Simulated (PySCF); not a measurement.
CrO₂, neutral, multiplicity 3. Atoms are numbered in the order given.

```xyz
3

Cr     0.0000     0.0000     0.2533
O      0.0000    -1.4541    -0.3800
O      0.0000     1.4541    -0.3800
```
Charge 0, spin multiplicity 3.

Geometry optimised at PBE0-D3(BJ)/def2-TZVP. The multiplicity is an assumed one; other spin states were not compared.

Method: B3LYP/def2-TZVPD run with PySCF.

The molecule is in vacuum.

```yaml
total_energy: -1194.99594 hartree
point_group: C2v
"α spin, highest occupied and lowest empty level": -7.59 and -4.49 eV
"β spin, highest occupied and lowest empty level": -8.51 and -3.71 eV
dipole_moment: 4.15 D
quadrupole, principal values (traceless, Buckingham form, about the centre of nuclear charge): -11.77, 5.25, 6.52 D·Å
mean_static_polarisability: 36.9 bohr³ (5.47 Å³)
polarisability_principal_values: 24.6, 31.3, 54.8 bohr³
"⟨S²⟩": 2.050 (pure state 2.00)
```
